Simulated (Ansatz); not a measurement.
A nudged elastic band was laid between two geometries of H4SSiTe (7 atoms, charge 0, multiplicity 1).

These are results of Ansatz, RKS PBE0-D4/def2-SVP, not measurements.

- movable images: 7
- climbing image: yes
- spring: 5.0 eV/Å²
- optimiser: quadratic models (default)
- start path: through a guess of the saddle point
- force threshold: 0.03 eV/Å
- iteration limit: 40
- end points: relaxed

Image 0:

```xyz
7
Properties=species:S:1:pos:R:3
Si -0.934 0.537 -0.177
S 0.529 0.356 1.396
Te 1.558 -1.720 0.678
H -1.851 -0.639 -0.198
H -0.274 0.675 -1.508
H -1.702 1.780 0.138
H 2.674 -0.990 -0.328
```

Image 8:

```xyz
7
Properties=species:S:1:pos:R:3
Si -1.013 0.342 -0.218
S -0.054 -1.074 1.094
Te 2.057 -1.272 -0.085
H -2.377 0.547 0.357
H -1.119 -0.195 -1.605
H -0.274 1.638 -0.241
H 2.779 0.015 0.698
```

What changes between the two ends?

No bond is made or broken. The dihedral H5–Si1–S2–Te3 goes from -63 to 59°. The two ends are copies of one structure, up to a mirror image or an exchange of like atoms.

Give the energies along the band, and the barrier.

The forces met the threshold. The highest image is number 4 of 0 to 8, 10.1 kJ/mol above the ends, which have the same energy within 2 meV. A vibrational analysis at the climbing image gives one clearly imaginary mode, 141i cm⁻¹: a first-order saddle point.

```tsv
image	path coordinate (Å)	energy (kJ/mol)	dihedral H5–Si1–S2–Te3 (°)
0	0.00	0.0	-63
1	0.45	1.6	-49
2	0.91	5.3	-34
3	1.36	8.7	-18
4	1.82	10.1	-2
5	2.27	8.5	14
6	2.73	5.1	30
7	3.18	1.6	45
8	3.64	0.0	59
```

What is the geometry of the highest image?


```xyz
7
Properties=species:S:1:pos:R:3
Si -1.043 0.436 -0.170
S 0.222 -0.297 1.431
Te 1.889 -1.622 0.279
H -2.435 -0.066 0.030
H -0.515 -0.024 -1.484
H -1.071 1.929 -0.122
H 2.954 -0.356 0.036
```

What are the harmonic wavenumbers there?

141i, 138, 195, 350, 502, 612, 622, 651, 914, 923, 952, 2116, 2232, 2237, 2260 cm⁻¹.

The run took 3.4 min on 1 CPU thread of a shared host.
